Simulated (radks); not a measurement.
The numbers below are computed, except where a source is named.
Question: The table gives one normalised radial function P(r) = r R(r) of Cl4+ in [Ne] 3s2 3p1 (r in bohr). Level of theory: non-relativistic Kohn-Sham, LDA (Slater exchange, Perdew-Wang correlation), spin-unpolarised, spherical densities, point nucleus (a radial shooting solver on a logarithmic mesh with Libxc functionals).

| r | P |
|---|---|
| 0.008237 | 0.9748 |
| 0.01064 | 1.2089 |
| 0.01374 | 1.4816 |
| 0.01775 | 1.7883 |
| 0.02293 | 2.1165 |
| 0.02963 | 2.4424 |
| 0.03827 | 2.7283 |
| 0.04943 | 2.9233 |
| 0.06386 | 2.9693 |
| 0.08249 | 2.8167 |
| 0.1066 | 2.4481 |
| 0.1376 | 1.9029 |
| 0.1764 | 1.3019 |
| 0.2278 | 0.7365 |
| 0.2943 | 0.3311 |
| 0.3802 | 0.1111 |
| 0.4911 | 0.0257 |
| 0.6344 | 0.0037 |
| 0.8195 | 0.0003 |
| 1.059 | 0.0000 |
| 1.367 | 0.0000 |
| 1.766 | 0.0000 |
| 2.282 | 0.0000 |
| 2.947 | 0.0000 |
| 3.807 | 0.0000 |
| 4.918 | 0.0000 |
| 6.353 | 0.0000 |
| 8.206 | 0.0000 |

Which n and l does it have? It may be an empty orbital.

Answer: n = 1, l = 0: the number of nodes gives n - l - 1 = 0, the rise at small r (about r^(l+1)) gives l, and the extent must fit the shell. The curve is that of 1s. 1s: eigenvalue -2797.7 eV, 0 radial nodes, <r> = 0.0916 bohr, 90 % of the charge inside 0.164 bohr.
